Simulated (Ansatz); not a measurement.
Reaction (formal hydrolysis of a Ga–O bond): `[F][GaH][O][SiH3]` + H₂O → `[OH][GaH][F]` + silanol

Calculated with Ansatz (gas phase, PBE0-D4/def2-TZVP geometries, no zero-point term in ΔE). CCSD(T)/CBS is the MP2 limit (def2-TZVPP, def2-QZVPP) plus CCSD(T) − MP2 in def2-TZVPP, frozen cores. This one scheme is used for every species. DFT in def2-TZVPP. For Ga outer-core shells are correlated without core-valence functions, which leaves a few kJ/mol of doubt a bond. Scalar relativity is left out up to krypton. One conformer a species, not always the lowest.

`[F][GaH][O][SiH3]`:

Cartesian coordinates in Å:
```
F -0.495 2.404 0.534
Ga 0.522 1.181 1.267
O 0.457 -0.364 0.422
Si -0.293 -1.013 -0.884
H 1.366 1.470 2.518
H 0.143 -2.427 -1.009
H -1.771 -0.973 -0.723
H 0.072 -0.279 -2.125
```

H₂O:

Cartesian coordinates in Å:
```
O -0.133 0.316 -0.185
H -0.014 -0.565 -0.546
H 0.146 0.249 0.731
```

`[OH][GaH][F]`:

Z-matrix (Å, degrees):
```
Ga
O 1 1.771
F 1 1.746 2 111.1
H 1 1.545 2 128.8 3 180.0
H 2 0.959 1 114.5 3 -180.0
```

`O[SiH3]`:

Z-matrix (Å, degrees):
```
Si
O 1 1.648
H 1 1.489 2 111.7
H 1 1.489 2 111.7 3 120.9
H 1 1.481 2 105.9 3 -119.6
H 2 0.957 1 117.9 3 -60.5
```

```tsv
level	ΔE (eV)
BLYP-D4	0.18
B2PLYP	0.18
```

Problem. What does CCSD(T)/CBS give? (Best estimate.)

Solution. Computed: +0.23 eV. The listed levels differ from it by -0.05, -0.05 eV.

Largest T1 diagnostic among the species: 0.015.

Leaving LDA and LC-ωPBE aside and taking each functional with its dispersion term where it has one, the values, not all of them listed here, spread over 0.11 eV, from PBE-D4 to BHLYP-D4. The D4 term adds +0.06 eV with B3LYP and +0.03 eV with PBE0; it sums over pairs of atoms, weighted by their polarisabilities, and B3LYP, whose exchange is more repulsive, gets the larger term.

B3LYP here is the variant with VWN-RPA as its local correlation; programs differ in this.
